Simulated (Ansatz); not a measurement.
## C2H5ClSi (SMILES ClC1C[SiH2]1): the energy to break a bond

C2H5ClSi has 9 atoms, charge 0, and is taken as a singlet. SMILES: `ClC1C[SiH2]1`. The shape was relaxed beforehand at PBE0/def2-SVP.

```xyz
9

Cl   -0.6139   -0.4191   -2.2670
C    -0.4375    0.3762   -0.6965
C     0.9304    0.3079   -0.0188
Si   -0.4234   -0.5811    0.9105
H    -0.9074    1.3657   -0.7156
H     1.6688   -0.3261   -0.5229
H     1.3542    1.2565    0.3301
H    -0.4531   -2.0608    0.8454
H    -1.0292    0.0346    2.1176
```

Wanted: the dissociation energy of the H7–C3 bond into doublet H and doublet C2H4ClSi (shapes relaxed at PBE0/def2-SVP, no zero-point term). 1 Eh = 2625.50 kJ/mol = 27.2114 eV. Totals in Eh; open shells run unrestricted unless said.

```
           level  program     C2H5ClSi  doublet H  doublet C2H4ClSi
    PBE/def2-SVP   Ansatz  -828.118115  -0.498629       -827.455085
  B3LYP/def2-SVP   Ansatz  -828.600607  -0.501259       -827.931651
wB97M-V/def2-SVP   Ansatz  -828.477805  -0.491712       -827.811804
```

Problem. Work out the dissociation energy at each level.

Solution. 
1. PBE/def2-SVP: (-0.498629) + (-827.455085) − (-828.118115) = 0.164401 Eh = 431.6 kJ/mol = 4.47 eV.
2. B3LYP/def2-SVP: (-0.501259) + (-827.931651) − (-828.600607) = 0.167697 Eh = 440.3 kJ/mol = 4.56 eV.
3. wB97M-V/def2-SVP: (-0.491712) + (-827.811804) − (-828.477805) = 0.174289 Eh = 457.6 kJ/mol = 4.74 eV.

The levels span 432 to 458 kJ/mol; no measured value is set beside them. A bond enthalpy at 298 K also holds the loss of zero-point energy and thermal terms.
